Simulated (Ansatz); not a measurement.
The cluster Li₃Si (the lowest doublet isomer of a short search). The state is a doublet with charge 0. Geometry PBE-D4/def2-TZVP, basis def2-TZVP, Ansatz.

| atom | x (Å) | y (Å) | z (Å) |
| --- | --- | --- | --- |
| Li1 | 0.0556 | -2.0893 | 1.1665 |
| Li2 | 0.3511 | 2.3173 | -0.4861 |
| Li3 | -0.8199 | -0.4572 | -1.3657 |
| Si4 | 0.4132 | 0.2292 | 0.6854 |

```json
{"run": "A", "HOMO (eV)": "-2.92", "LUMO (eV)": "-1.81"}
{"run": "B", "HOMO (eV)": "-3.54", "LUMO (eV)": "-1.18"}
{"run": "C", "HOMO (eV)": "-3.03", "LUMO (eV)": "-2.05"}
{"run": "D", "HOMO (eV)": "-2.78", "LUMO (eV)": "-1.96"}
{"run": "E", "HOMO (eV)": "-3.04", "LUMO (eV)": "-1.71"}
{"run": "F", "HOMO (eV)": "-5.14", "LUMO (eV)": "0.08"}
```

LC-ωPBE has ω = 0.4 bohr⁻¹. The structure comes from a short search, and lower isomers may exist.

HOMO and LUMO are taken over both spins.

Problem. The runs used B97M-V, BLYP, LC-ωPBE, PBE, r2SCAN, r2SCAN0. Estimate which is which.

Solution. A B97M-V (0 % exact exchange); B r2SCAN0 (25 % exact exchange); C PBE (0 % exact exchange); D BLYP (0 % exact exchange); E r2SCAN (0 % exact exchange); F LC-ωPBE (range-separated). Exact exchange lowers occupied and raises empty levels; among semilocal functionals meta-GGAs tend to open the gap a little, and such runs are hard to tell apart. The gap grows from 0.82 eV (BLYP) to 5.22 eV (LC-ωPBE). At r2SCAN0-D4/def2-TZVP, r2SCAN-D4/def2-TZVP, LC-ωPBE/def2-TZVP the charge 0 doublet is spin-contaminated (final ⟨S²⟩ up to 0.90, 0.75 for a pure state).
